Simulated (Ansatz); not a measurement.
Start from `N=CB(F)S` and change one atom or group to get `NB(F)S`.

Ansatz, PBE0-D4/def2-TZVP geometries, multiplicity 1. Each molecule was computed in one conformer, which needn't be the lowest.

```json
{"property": "HOMO–LUMO gap (B3LYP/def2-TZVPP) / eV", "`N=CB(F)S`": "5.15"}
{"property": "size of the dipole moment (PBE/def2-TZVPP) / D", "`N=CB(F)S`": "1.62"}
{"property": "HOMO energy (B3LYP/def2-TZVPP) / eV", "`N=CB(F)S`": "-7.50"}
{"property": "size of the dipole moment (ωB97M-V/def2-TZVPP) / D", "`N=CB(F)S`": "1.63"}
{"property": "LUMO energy (B3LYP/def2-TZVPP) / eV", "`N=CB(F)S`": "-2.35"}
{"property": "HOMO–LUMO gap (PBE/def2-TZVPP) / eV", "`N=CB(F)S`": "3.08"}
```

(1) What does the change do to each property? (Best estimate.)

Answers

(1) Ansatz gave: 
| property | `NB(F)S` | shift |
| --- | --- | --- |
| HOMO–LUMO gap (B3LYP/def2-TZVPP) / eV | 7.25 | 2.10 |
| size of the dipole moment (PBE/def2-TZVPP) / D | 1.73 | 0.11 |
| HOMO energy (B3LYP/def2-TZVPP) / eV | -7.14 | 0.36 |
| size of the dipole moment (ωB97M-V/def2-TZVPP) / D | 1.73 | 0.10 |
| LUMO energy (B3LYP/def2-TZVPP) / eV | 0.11 | 2.46 |
| HOMO–LUMO gap (PBE/def2-TZVPP) / eV | 5.69 | 2.61 |

With PBE0 the HOMO rises by 0.34 eV and the LUMO rises by 2.60 eV, so the gap widens by about 2.26 eV. PBE moves the HOMO by 0.07 eV and ωB97M-V by 0.49 eV. Dipoles are sizes alone; their direction can turn.

B3LYP here is the variant with VWN-RPA as its local correlation; programs differ in this.
